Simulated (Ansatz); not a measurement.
# A basis-limit estimate, worked out

An elementary step of AlNH₆O₂, singlet (AlNH₄O₂ ([NH2][Al]([OH])[OH]) + H₂ → AlH₃O₂ ([OH][AlH][OH]) + NH₃ (still joined by a long Al–N bond); bonds formed: Al1–H6, N2–H5; bonds broken: H5–H6; bonds weakened to dative contacts: Al1–N2). “Start” is the structure reached by relaxing down from the saddle towards the reactants; PBE0-D4/def2-TZVP structures. The saddle:

```
10
angstrom
Al -0.0823 -0.3974 0.0064
N 0.0079 1.4508 -0.2672
O 0.5404 -1.2623 -1.3146
O -1.3905 -0.8256 0.9997
H 0.9467 0.9409 0.6125
H 1.2993 0.0948 1.0664
H -0.6760 2.0770 0.1358
H 0.3762 1.8390 -1.1251
H 0.6035 -2.2104 -1.3908
H -1.6252 -1.7068 1.2770
```

Program: Ansatz 0.2.0. Basis: def2-TZVPP and def2-QZVPP. Cores are frozen in the correlated methods.

Energies in eV:

| quantity | saddle | start |
| --- | --- | --- |
| Hartree–Fock, triple zeta (X = 3) | -12239.05066 | -12240.34427 |
| Hartree–Fock, quadruple zeta (X = 4) | -12239.55723 | -12240.85842 |
| MP2 correlation, X = 3 | -22.42267 | -22.06841 |
| MP2 correlation, X = 4 | -24.15943 | -23.80672 |
| CCSD(T) correlation, X = 3 | -23.74652 | -23.39054 |

Task: Work out the barrier at the basis limit: extrapolate Hartree–Fock as E(X) = E∞ + A exp(−7.88 √X) and the MP2 correlation as E(X) = E∞ + B X^−2.97 (the exponents that Neese and Valeev fitted for def2-TZVPP and QZVPP), then add CCSD(T) − MP2 in triple zeta.

Result: Each step is linear, so take the differences first (saddle − start): Hartree–Fock 1.29361 (X = 3) and 1.30119 (X = 4); MP2 correlation -0.35426 and -0.35271; CCSD(T) correlation -0.35598.
Two points give E∞ = E(4) + w [E(4) − E(3)], with w = 1/(exp(7.88 (2 − √3)) − 1) = 0.1377 for Hartree–Fock and w = 1/((4/3)^2.97 − 1) = 0.7407 for the correlation.
Hartree–Fock: 1.30119 + 0.1377 × 0.00758 = 1.3022 eV.
MP2 correlation: -0.35271 + 0.7407 × 0.00155 = -0.3516 eV.
CCSD(T) − MP2: -0.35598 − (-0.35426) = -0.0017 eV.
Sum: 1.3022 + (-0.3516) + (-0.0017) = 0.9489 eV, or 21.88 kcal/mol. Plain CCSD(T) in triple zeta gives 0.9376 eV, so the larger basis shifts the result by 0.0113 eV.

T1 diagnostic: at most 0.013.

Labels in which every atom is bracketed show which atoms are joined, not bond orders.

For scale, one of the runs: CCSD(T)/def2-TZVPP, 219 basis functions, launched by `ansatz run in.yaml --threads 4 --pin off --events-out ev --progress --plain --max-ram 9574MiB`. Hardware: 4 CPU threads of an Intel Xeon, shared host. Wall time 76 s; peak host memory 3.4 GiB.
